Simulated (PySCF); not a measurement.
**Radial density of Tc(25+) (technetium, charge +25)**

BHandHLYP, [Ar], closed-shell 1S. All numbers are calculated (PySCF 2.14, scalar relativity by spin-free X2C-1e, in an uncontracted even-tempered set (18 s from 3.1 bohr⁻², ratio 2.5; 12 p from 4.1 bohr⁻², ratio 2.5; 5 d from 20 bohr⁻², ratio 2.7; 4 f from 30 bohr⁻², ratio 2.7)).

```json
{"r (bohr)": "0.0325", "4πr²ρ (e/bohr)": "51.74"}
{"r (bohr)": "0.0547", "4πr²ρ (e/bohr)": "47.98"}
{"r (bohr)": "0.0920", "4πr²ρ (e/bohr)": "65.17"}
{"r (bohr)": "0.155", "4πr²ρ (e/bohr)": "43.38"}
{"r (bohr)": "0.260", "4πr²ρ (e/bohr)": "24.71"}
{"r (bohr)": "0.438", "4πr²ρ (e/bohr)": "20.08"}
{"r (bohr)": "0.736", "4πr²ρ (e/bohr)": "1.018"}
{"r (bohr)": "1.24", "4πr²ρ (e/bohr)": "0.001449"}
```

Densities and radii are taken from the X2C orbitals without a picture-change correction, which distorts them close to the nucleus.
